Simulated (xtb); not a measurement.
C2H6Cl2Si (SMILES C[Si](C)(Cl)Cl), singlet, from a rough starting geometry; GFN2-xTB (xtb).

xtb was given this input:
```
$ xtb mol.xyz --gfn 2 --opt vtight --json

# file mol.xyz
11

C      1.46682123    -0.58628317    -0.38380215
Si     0.03360236     0.67582948    -0.15975729
C     -1.56287526    -0.16457327     0.56937073
Cl     0.61277478     2.09659500     1.28743369
Cl    -0.39652507     1.60205850    -1.84581953
H      1.19041344    -1.35183113    -1.12103364
H      2.30431812    -0.09281991    -0.77912474
H      1.73654694    -1.11672958     0.52049447
H     -2.32121108     0.51158205     0.63980076
H     -1.89068804    -0.91187829    -0.15425186
H     -1.32406978    -0.67010455     1.51428772
```

Predict the main parts of the log of this xtb run.


```
   ID    Z sym.   atoms
    1    6 C      1, 3
    2   14 Si     2
    3   17 Cl     4, 5
    4    1 H      6-11

           -------------------------------------------------
          |                Calculation Setup                |
           -------------------------------------------------

           -------------------------------------------------
          |                 G F N 2 - x T B                 |
           -------------------------------------------------

          ...................................................
          :                      SETUP                      :
          :.................................................:
          :  # basis functions                  44          :
          :  # atomic orbitals                  41          :
          :  # shells                           19          :
          :  # electrons                        32          :
          :  max. iterations                   250          :
          :  Hamiltonian                  GFN2-xTB          :
          :  restarted?                      false          :
          :  GBSA solvation                  false          :
          :  PC potential                    false          :
          :  electronic temp.          300.0000000     K    :
          :  accuracy                    1.0000000          :
          :  -> integral cutoff          0.2500000E+02      :
          :  -> integral neglect         0.1000000E-07      :
          :  -> SCF convergence          0.1000000E-05 Eh   :
          :  -> wf. convergence          0.1000000E-03 e    :
          :  Broyden damping             0.4000000          :
          :  net charge                          0          :
          :  unpaired electrons                  0          :
          ...................................................

 iter      E             dE          RMSdq      gap      omega  full diag
   1    -18.2644909 -0.182645E+02  0.443E+00    7.18       0.0  T
   2    -18.3537623 -0.892714E-01  0.222E+00    5.83       1.0  T
   3    -18.3768698 -0.231075E-01  0.147E+00    6.68       1.0  T
   4    -18.3896464 -0.127766E-01  0.464E-01    6.13       1.0  T
   5    -18.3914369 -0.179055E-02  0.183E-01    6.24       1.0  T
   6    -18.3915132 -0.762823E-04  0.767E-02    6.27       1.0  T
   7    -18.3915280 -0.148069E-04  0.503E-02    6.27       1.0  T
   8    -18.3915351 -0.710002E-05  0.374E-02    6.28       1.0  T
   9    -18.3915433 -0.815873E-05  0.170E-02    6.27       1.8  T
  10    -18.3915438 -0.553061E-06  0.122E-02    6.27       2.5  T
  11    -18.3915445 -0.645310E-06  0.876E-03    6.27       3.4  T
  12    -18.3915439  0.558424E-06  0.114E-02    6.27       2.6  T
  13    -18.3915449 -0.933822E-06  0.328E-03    6.27       9.2  T
  14    -18.3915449 -0.695700E-07  0.119E-03    6.27      25.3  T
  15    -18.3915449  0.218620E-08  0.948E-04    6.27      31.8  T
  16    -18.3915449 -0.125493E-08  0.847E-04    6.27      35.6  T

   *** convergence criteria satisfied after 16 iterations ***

         :::::::::::::::::::::::::::::::::::::::::::::::::::::
         ::                     SUMMARY                     ::
         :::::::::::::::::::::::::::::::::::::::::::::::::::::
         :: total energy             -18.240839592953 Eh    ::
         :: gradient norm              0.100266685584 Eh/a0 ::
         :: HOMO-LUMO gap              6.272465410998 eV    ::
         ::.................................................::
         :: SCC energy               -18.391525101450 Eh    ::
         :: -> isotropic ES            0.029941719392 Eh    ::
         :: -> anisotropic ES          0.000978657385 Eh    ::
         :: -> anisotropic XC          0.004776773973 Eh    ::
         :: -> dispersion             -0.008145333966 Eh    ::
         :: repulsion energy           0.150685508497 Eh    ::
         :: add. restraining           0.000000000000 Eh    ::
         :: total charge               0.000000000000 e     ::
[...]
 * total energy  :   -18.2408396 Eh     change       -0.5682239E-08 Eh
 * total energy  :   -18.2485174 Eh     change       -0.7677798E-02 Eh
 * total energy  :   -18.2492229 Eh     change       -0.7054878E-03 Eh
 * total energy  :   -18.2493192 Eh     change       -0.9634908E-04 Eh
 * total energy  :   -18.2493250 Eh     change       -0.5724168E-05 Eh
 * total energy  :   -18.2493277 Eh     change       -0.2692608E-05 Eh
 * total energy  :   -18.2493277 Eh     change       -0.4147252E-07 Eh
 * total energy  :   -18.2493280 Eh     change       -0.2761292E-06 Eh
 * total energy  :   -18.2493281 Eh     change       -0.1033725E-06 Eh
 * total energy  :   -18.2493282 Eh     change       -0.1427285E-06 Eh
 * total energy  :   -18.2493284 Eh     change       -0.1901921E-06 Eh
 * total energy  :   -18.2493285 Eh     change       -0.9315121E-07 Eh
   *** GEOMETRY OPTIMIZATION CONVERGED AFTER 12 ITERATIONS ***
         :: total energy             -18.249328497509 Eh    ::
[...]
        17                         -0.1730134              -4.7079 (LUMO)
        18                         -0.1677767              -4.5654
        19                         -0.1454675              -3.9584
        20                         -0.0590048              -1.6056
        21                         -0.0222205              -0.6046
        22                         -0.0217655              -0.5923
        23                          0.0168552               0.4587
        24                          0.0200329               0.5451
        25                          0.0204479               0.5564
        26                          0.0205073               0.5580
        27                          0.0205971               0.5605
       ...                                ...                  ...
        41                          0.7513036              20.4440
      -------------------------------------------------------------
                  HL-Gap            0.2429005 Eh            6.6097 eV
             Fermi-level           -0.2944636 Eh           -8.0128 eV

     #   Z          covCN         q      C6AA      α(0)
     1   6 C        3.649    -0.202    24.856     7.162
     2  14 Si       3.356     0.554   110.106    20.905
     3   6 C        3.649    -0.202    24.856     7.162
     4  17 Cl       0.808    -0.233   106.421    15.781
     5  17 Cl       0.808    -0.233   106.421    15.781
     6   1 H        0.925     0.051     2.307     2.375
     7   1 H        0.925     0.056     2.250     2.346
     8   1 H        0.925     0.051     2.307     2.375
     9   1 H        0.925     0.056     2.250     2.346
    10   1 H        0.925     0.051     2.307     2.375
    11   1 H        0.925     0.051     2.306     2.375

 Mol. C6AA /au·bohr⁶  :       2485.419390
 Mol. C8AA /au·bohr⁸  :      92917.917177
 Mol. α(0) /au        :         80.982272

Wiberg/Mayer (AO) data.
largest (>0.10) Wiberg bond orders for each atom

 ---------------------------------------------------------------------------
     #   Z sym  total        # sym  WBO       # sym  WBO       # sym  WBO
 ---------------------------------------------------------------------------
     1   6 C    3.988 --     8 H    0.985     6 H    0.985     7 H    0.979
                             2 Si   0.899
     2  14 Si   3.993 --     4 Cl   1.067     5 Cl   1.067     3 C    0.899
                             1 C    0.899
     3   6 C    3.988 --    10 H    0.985    11 H    0.985     9 H    0.979
                             2 Si   0.899
     4  17 Cl   1.216 --     2 Si   1.067
     5  17 Cl   1.216 --     2 Si   1.067
     6   1 H    0.997 --     1 C    0.985
     7   1 H    0.997 --     1 C    0.979
     8   1 H    0.997 --     1 C    0.985
     9   1 H    0.997 --     3 C    0.979
    10   1 H    0.997 --     3 C    0.985
    11   1 H    0.997 --     3 C    0.985
 ---------------------------------------------------------------------------

Topologies differ in total number of bonds
Writing topology from bond orders to xtbtopo.mol

molecular dipole:
                 x           y           z       tot (Debye)
 q only:       -0.074      -0.972       0.170
   full:       -0.074      -0.965       0.168       2.496
molecular quadrupole (traceless):
                xx          xy          yy          xz          yz          zz
 q only:        4.170      -0.833      -2.587      -1.989       0.326      -1.584
  q+dip:        4.793      -0.954      -2.199      -2.589       0.122      -2.594
   full:        4.557      -0.905      -2.112      -2.454       0.122      -2.446

optimized geometry written to: xtbopt.xyz

           -------------------------------------------------
          | TOTAL ENERGY              -18.249328497509 Eh   |
          | GRADIENT NORM               0.000041132379 Eh/α |
          | HOMO-LUMO GAP               6.609658170602 eV   |
           -------------------------------------------------
```
